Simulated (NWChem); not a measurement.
## Correlation energy of In

```xyz
1

In     0.0000     0.0000     0.0000
```
Charge 0, spin multiplicity 2.

The numbers come from NWChem runs, not from measurements.

Basis set: def2-SVP. Each correlation energy counts from its own Hartree-Fock reference.

Effective core potentials replace the inner electrons of In; spin-orbit coupling is left out. The correlated methods keep 4 core orbitals frozen. The stability of the SCF solutions was not checked. Open-shell Hartree-Fock references start from PBE0 orbitals. No row is a measurement; the coupled-cluster row has its own basis-set and correlation limits.

Q: For the correlation energy, UMP2 gives -50.0 mHa and SCS-UMP2 gives -51.1 mHa. What do CCSD on UHF, CCSD[T] on UHF, CCSD(T) on UHF give?

A: CCSD on UHF: -64.3 mHa; CCSD[T] on UHF: -66.3 mHa; CCSD(T) on UHF: -66.2 mHa.
